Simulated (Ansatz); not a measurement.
**Cost against result**

The pair of Cu⁺ (SMILES [Cu+], atom 1) and GeH4 (SMILES [GeH4], atoms 2–6), both closed shells, in one local arrangement (a lower one may exist), relaxed at PBE0-D4/def2-TZVP:

Cu1  (0.234, -0.238, -1.877)
Ge2  (-0.062, 0.064, 0.502)
H3  (1.165, 0.285, 1.363)
H4  (0.168, -1.285, -0.361)
H5  (-0.037, 1.150, -0.696)
H6  (-1.467, 0.024, 1.069)
(Å)

Interaction energies are counterpoise-corrected; the time is that of the whole pair.

Program: Ansatz 0.2.0. Basis: as named in each row. Cores are frozen in the correlated methods. The 3s and 3p shells of Cu and Zn are frozen; filled d shells are correlated. The def2 sets are not built for correlating such inner shells, so the correlated values are less sure here. B3LYP uses VWN-RPA correlation. Extrapolation: Hartree–Fock as exp(−7.88 √X), correlation as X^−2.97.

Times are rough, for one single point on 4 threads of a shared host (Intel Xeon Platinum 8375C).

The estimate by CCSD(T) at an estimated basis limit (MP2 extrapolated from triple and quadruple zeta, plus CCSD(T) − MP2 in triple zeta) is -155.7 kJ/mol.

| method | basis | time (s) | interaction energy (kJ/mol) | method less estimate |
| --- | --- | --- | --- | --- |
| SPW92 | def2-SVP | under 1 | -231.4 | -75.7 |
| PBE-D4 | def2-SVP | under 1 | -182.3 | -26.7 |
| B3LYP-D4 | 6-31G | under 1 | -142.3 | 13.4 |
| PBE0-D4 | def2-SVP | under 1 | -155.2 | 0.4 |
| HF | STO-3G | 1 | 190.1 | 345.8 |
| PBE-D4 | def2-TZVPPD | 1 | -206.4 | -50.7 |
| revPBE-D4 | def2-TZVPPD | 1 | -184.5 | -28.8 |
| BLYP-D4 | def2-TZVPPD | 1 | -190.7 | -35.0 |
| CCSD(T) | def2-SVP | 2 | -99.7 | 56.0 |
| PBE0-D4 | def2-TZVPPD | 2 | -174.6 | -18.9 |
| HSE06-D4 | def2-TZVPPD | 2 | -173.9 | -18.2 |
| B3LYP-D4 | def2-TZVPPD | 2 | -170.5 | -14.8 |
| r2SCAN-D4 | def2-TZVPPD | 2 | -205.4 | -49.7 |
| wB97M-V | def2-SVP | 3 | -148.6 | 7.1 |
| PBE-D4 | STO-3G | 4 | -53.8 | 101.9 |
| B97M-V | def2-TZVPPD | 4 | -191.3 | -35.6 |
| wB97M-V | def2-TZVPPD | 5 | -162.9 | -7.2 |
| wB97X-V | def2-TZVPPD | 6 | -161.6 | -6.0 |
| B2PLYP | def2-TZVPPD | 6 | -158.6 | -2.9 |
| MP2 | def2-QZVPPD | 13 | -157.0 | -1.4 |
| CCSD(T) | def2-TZVPPD | 26 | -136.5 | 19.2 |

T1 diagnostic: at most 0.018.
